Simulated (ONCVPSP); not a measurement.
What one change does to a pseudopotential (lead (Pb), ONCV)

Pb, optimised norm-conserving Vanderbilt (ONCV), made with ONCVPSP 4.0.1 (PBE, scalar-relativistic). Core [Xe] 4f14 5d10, reference 6s2 (charge +2). Waves: 6s: rc 2.10 bohr, ncon 3, nbas 7, qcut 3.5 1/bohr, 1 projector; p scattering state at 0.15 Ha: rc 2.30 bohr, ncon 3, nbas 8, qcut 2.9 1/bohr, 2 projectors, debl 0.4 Ha. Local part: polynomial inside 1.30 bohr (lpopt 3, dvloc0 0 Ha). Core correction: Teter function, fcfact 2, rcfact 1.1.

In the p channel the program set the typed energies aside and used 0.050, 0.450 Ha.

Change: all radii but the core radius scaled by about 1.05 (s 2.20, p 2.42 bohr); local potential polynomial inside 1.36 bohr (lpopt 3, dvloc0 0 Ha).

Cutoffs: the cutoffs (Ha) at which the residual kinetic energy of the hardest occupied pseudo-wave falls to 1 and 0.1 mHa per electron; they do not see the model core or the augmentation charge, which bear on the density cutoff. Errors are all-electron minus pseudo energies relative to the spin-unpolarised reference configuration.

Task: What does the change do?

Result: The potential gets softer (6.0 Ha and 27 Ha → 5.8 Ha and 23 Ha); both files keep a bound ghost (s); the errors of the 4 common tests hardly move. A larger radius leaves more room for a smooth pseudo-wave, so fewer plane waves are needed.

| quantity | base | changed |
| --- | --- | --- |
| cutoff, loose | 6.0 Ha | 5.8 Ha |
| cutoff, tight | 27 Ha | 23 Ha |
| bound ghosts | s | s |
| GHOST(+) flags under 300 eV | p at 15.9 eV | p at 24.7 eV |
| error for 6s2 6p2, meV [ΔE -20.02 eV] | +233 | +226 |
| error for 6s2 6p1, meV [ΔE -13.44 eV] | +92 | +88 |
| error for 6s1, meV [ΔE 32.41 eV] | +46 | +40 |
| error for 6s2 6p1.5, meV [ΔE -17.53 eV] | +163 | +157 |
| rms error of d²Exc/dni dnj with the model core, mHa | 22.35 | 22.15 |

 A true bound ghost makes a file unfit for plane-wave use even where its test errors are small: the radial tests pick states by their node count and pass the ghost by.
